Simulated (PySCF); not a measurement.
Compound: C₆H₁₆N₂Si.
Cartesian coordinates in Å at the GFN2-xTB level; atoms count from 1:
```
atom  x, y, z in Å
Si1    3.3961    0.4178   -0.6716
N2     2.5220   -0.4961    0.5008
N3     1.3239   -1.2107    0.2626
C4     0.2242   -0.4046   -0.2660
C5    -0.2249    0.6041    0.7908
C6    -1.4298    1.3999    0.3008
C7    -2.5821    0.4649   -0.0519
C8    -2.1405   -0.5413   -1.1097
C9    -0.9322   -1.3361   -0.6239
H10    2.7750    1.6664   -1.1473
H11    4.6448    0.7262    0.0145
H12    3.5409   -0.4783   -1.8203
H13    2.5461   -0.2015    1.4671
H14    1.5432   -1.9450   -0.4082
H15    0.5387    0.1487   -1.1705
H16    0.5993    1.2825    1.0205
H17   -0.4809    0.0587    1.7013
H18   -1.7439    2.1059    1.0722
H19   -1.1468    1.9755   -0.5841
H20   -2.9016   -0.0700    0.8451
H21   -3.4324    1.0428   -0.4201
H22   -2.9604   -1.2243   -1.3412
H23   -1.8786   -0.0097   -2.0277
H24   -0.6130   -2.0392   -1.3973
H25   -1.1981   -1.9126    0.2640
```

NICS is the negative of the GIAO shielding at a point without a nucleus: at the ring centre (0) and 1 Å above and below it (1); zz is the component along the ring normal. Level: GIAO PBE0/pcSseg-1 (PySCF, non-relativistic, gas phase) on the GFN2-xTB geometry, one conformer.

Ring bond lengths (Å), with Mayer bond orders in brackets: C4–C5 1.528 (0.98), C5–C6 1.525 (1.04), C6–C7 1.525 (1.04), C7–C8 1.525 (1.04), C8–C9 1.526 (1.04), C9–C4 1.527 (1.01).

Q: Give the NICS values of each ring in ppm.

A: 
```json
{"ring": "C4–C5–C6–C7–C8–C9", "type": "6-membered carbocycle; formal bonds all single", "NICS(0)": "-3.0", "NICS(1), two faces": "-2.5 / -3.0", "NICS(1)zz, two faces": "2.8 / 2.1", "rms pucker (Å)": "0.24", "centre to ring atoms, mean (Å)": "1.47"}
```

Q: What do they say, and how far can they be read as aromaticity?

A: 
- C4–C5–C6–C7–C8–C9: mean NICS(1)zz 2.5 ppm, near zero. C4, C5, C6, C7, C8, C9 have four or more neighbours, and the NICS criterion for π rings isn't applied.

Q: What are the shieldings of the ring atoms and their hydrogens in the same run (means over atoms taken as equivalent)?

A: 
```
   atoms                   environment  σ isotropic (ppm)  principal values of the symmetric part, first atom (ppm)
      C4  sp3 carbon bound to nitrogen              124.1                                       109.3, 115.0, 147.9
 C5 (×2)               ring CH2 carbon              152.5                                       135.8, 158.8, 164.3
 C6 (×2)               ring CH2 carbon              158.6                                       154.2, 158.0, 164.4
      C7               ring CH2 carbon              156.6                                       153.5, 156.6, 159.7
     H15              methine hydrogen              29.04                                          24.8, 30.0, 32.3
H16 (×2)            methylene hydrogen              29.90                                          24.2, 30.1, 34.4
H17 (×2)            methylene hydrogen              30.77                                          27.0, 29.9, 35.8
H18 (×2)            methylene hydrogen              29.91                                          24.5, 28.0, 37.2
H19 (×2)            methylene hydrogen              30.47                                          26.5, 28.9, 36.2
     H20            methylene hydrogen              30.60                                          27.1, 28.2, 36.6
     H21            methylene hydrogen              29.99                                          25.1, 27.6, 37.3
```

On Arm Neoverse V1, one thread (shared host), this took 63 s of wall time. This is the whole shielding run at PBE0/pcSseg-1, SCF included.
